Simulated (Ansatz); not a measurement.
This geometry of FH5Si2 + H2O (11 atoms, charge 0, multiplicity 1) is a first-order saddle point.

The calculation used RKS BHLYP-D4/cc-pVDZ in Ansatz 0.2.0.

```xyz
11
Properties=species:S:1:pos:R:3
Si -0.366 -0.300 -0.664
F 1.115 1.088 -0.696
H 0.097 -0.697 -2.011
H -1.762 -0.866 -0.615
Si 0.725 -0.959 1.292
H -0.003 1.746 -0.681
O -1.029 1.457 -0.565
H 0.570 0.152 2.267
H 0.127 -2.189 1.881
H 2.167 -1.190 1.031
H -1.642 1.756 -1.239
```

Problem. Which two structures does it join? (They come from a converged band through this point; their orientation in space is the band's.)

Solution. Bonds broken: Si1–F2, H6–O7. Bonds formed: Si1–O7, F2–H6. FH5Si2 + H2O becomes FH + H6OSi2.

Image 0:

```xyz
11
Properties=species:S:1:pos:R:3
Si 0.078 -0.658 -1.019
F 0.679 0.764 -1.635
H 0.708 -1.724 -1.842
H -1.382 -0.676 -1.269
Si 0.684 -0.885 1.235
H -0.343 2.098 -0.465
O -1.035 1.900 0.170
H 0.438 0.351 2.010
H -0.110 -2.009 1.805
H 2.124 -1.252 1.315
H -1.842 2.091 -0.306
```

Image 10:

```xyz
11
Properties=species:S:1:pos:R:3
Si -0.716 -0.557 -0.715
F 0.977 2.118 0.517
H -0.282 -1.373 -1.881
H -2.127 -0.916 -0.407
Si 0.694 -0.841 1.138
H 0.369 1.948 -0.171
O -0.654 1.094 -1.149
H 0.221 -0.040 2.290
H 0.593 -2.288 1.485
H 2.099 -0.531 0.788
H -1.173 1.387 -1.896
```

Problem. How far does it lie above each of them?

Solution. 27.8 kcal/mol above the first and 23.5 kcal/mol above the second. This is the barrier of this one path; another mechanism may lie lower. The orbitals stay closed-shell, which can raise the energy where a bond breaks towards radicals; this wasn't checked here.

The run took 2.7 min on 2 threads of AMD EPYC 9R45 96-Core Processor (Zen 5), on a shared host, peak memory 0.23 GiB.
